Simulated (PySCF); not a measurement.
**Unknowns**

Gas phase, averaged over atoms made equivalent by symmetry, fast rotation or ring inversion, non-relativistic Hamiltonian, a single conformation. GFN2-xTB structure; NMR shieldings at PBE0/pcSseg-1/GIAO; PySCF 2.14.

Chemical shifts δ = σref − σ; TMS for 1H (31.72 ppm) and 13C (186.93 ppm), all at this level. Splittings of carbon signals by F and P are missing where no couplings were computed. Where no couplings were computed, multiplicities follow the n + 1 count of equivalent neighbours, and m marks all less simple cases (inequivalent or close neighbours, rings, F or P nearby). Acid and N–H amide carbonyl carbons lie up to 10 ppm further downfield in solution (hydrogen bonding). Shifts are as computed. Against solution values, carbons near 30 ppm lie about +3 ppm off and those near 130 ppm about +5 ppm; carbons on Cl a further +6 ppm. Of 1211 compounds with measured shifts, 218 miss one by over three times the rms of a fit or turn the order of signals round; such compounds aren't used in these exercises. Carbons bonded to Cl come out too deshielded. OH and NH positions are gas-phase values without hydrogen bonding to other molecules.

Question: C$_{4}$H$_{9}$ClO$_{2}$Si$_{2}$. 1H NMR (500 MHz, computed): δ 7.81 (m, 1H), 6.31 (br s, 1H), 5.80 (d, 1H), 4.75 (m, 1H), 4.43 (m, 1H), 3.87 (m, 1H), 3.69 (m, 3H). 13C{1H} NMR (computed): δ 179.1 (CH), 175.8 (C), 114.3 (CH), 53.1 (CH). What is it?

Answer: SMILES O=C(O)/C=C\[C@H](Cl)[SiH2][SiH3]. Rings plus π bonds: 2 (no ring in the answer). 4 carbon signals for 4 carbons: no two carbons are equivalent. Carbon types of the structure: 1 × C, 3 × CH, leaving 6 H on heteroatoms. δC 179.1: β carbon of a C=C–C=O unit; conjugation with the carbonyl draws π density from the β position. δC 175.8: carboxylic acid carbon; lone-pair donation from the attached heteroatom keeps it upfield of a ketone carbonyl. δC 114.3: α carbon of a C=C–C=O unit; an sp2 carbon of a C=C bond. δH 5.80: hydrogen on an α carbon of a C=C–C=O unit; olefinic region.

The shifts were computed for this structure.

Question: C$_{8}$H$_{6}$ClN. 1H NMR (400 MHz, computed): δ 8.07 (s, 1H), 7.61 (d, 1H), 7.33 (m, 1H), 7.15 (m, 1H), 6.84 (d, 1H), 6.81 (m, 1H). 13C{1H} NMR (computed): δ 136.0 (C), 131.5 (C), 126.7 (CH), 125.7 (CH), 123.2 (CH), 122.0 (CH), 114.3 (CH), 106.5 (CH). What is it?

Answer: `Clc1ccc2cccn2c1`. Rings plus π bonds: 6 (2 rings in the answer). 8 carbon signals for 8 carbons: no two carbons are equivalent. Carbon types of the structure: 2 × C, 6 × CH, which accounts for all hydrogens. δC 136.0: ring-fusion aromatic carbon. δC 131.5: aromatic carbon bearing chlorine. δC 126.7, 114.3: aromatic CH next to a ring nitrogen. δC 125.7, 123.2, 122.0, 106.5: aromatic CH.

This is the structure that produced the data.

Question: C$_{7}$H$_{11}$P. 1H NMR (500 MHz, computed): δ 6.10 (m, 2H), 6.02 (m, 1H), 5.70 (m, 1H), 2.57 (m, 4H), 1.73 (m, 3H). 13C{1H} NMR (computed): δ 157.8, 137.7, 135.1, 37.7, 23.6. What is it?

Answer: SMILES C=C(C)P1CC=CC1. 5 carbon signals for 7 carbons: some carbons are equivalent by symmetry or fast rotation. Carbon types of the structure: 1 × C, 2 × CH, 3 × CH2, 1 × CH3, which accounts for all hydrogens. δC 157.8: fully substituted alkene carbon; as expected for a trigonal carbon in a double bond. δC 137.7: alkene CH; the olefinic region. δC 135.1: terminal =CH2 carbon; the olefinic region. δH 6.10: hydrogen on an alkene CH; a vinylic proton, deshielded by the sp2 carbon and the C=C anisotropy.

The data come from this structure; uniqueness wasn't tested.
